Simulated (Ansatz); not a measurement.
CH$_{4}$BFO$_{2}$ (`COB(O)F`), relaxed with RKS PBE0-D4/def2-TZVP in the Gaussian-basis code of Ansatz from a GFN2-xTB geometry. The force threshold is 0.005 eV/Å; the program also tests the step.

Total charge 0; spin multiplicity 1.

Start:

```xyz
9

C     1.087   -0.851    0.015
O    -0.326   -0.815   -0.032
B    -1.035    0.312   -0.027
O    -0.519    1.556    0.022
F    -2.371    0.165   -0.078
H     1.384   -1.392    0.916
H     1.442   -1.389   -0.864
H     1.506    0.154    0.030
H    -1.167    2.260    0.018
```

```tsv
step	energy (eV)	largest force (eV/Å)	largest move (Å)
1	-8588.3015	0.951	0.000
2	-8588.3144	0.582	0.015
3	-8588.3210	0.035	0.035
4 (rejected)	-8588.3209	0.082	0.009
5	-8588.3212	0.007	0.004
6	-8588.3212	0.011	0.005
7	-8588.3212	0.001	0.003
```

End:

```xyz
9

C     1.073   -0.840    0.015
O    -0.340   -0.840   -0.034
B    -1.058    0.296   -0.029
O    -0.483    1.528    0.023
F    -2.389    0.183   -0.077
H     1.394   -1.370    0.914
H     1.454   -1.369   -0.860
H     1.478    0.174    0.030
H    -1.129    2.238    0.019
```

Run time 19 s (2 threads of an AMD EPYC 7R13 on a shared host and a share of an NVIDIA H100 80 GB); peak host memory 0.85 GiB.
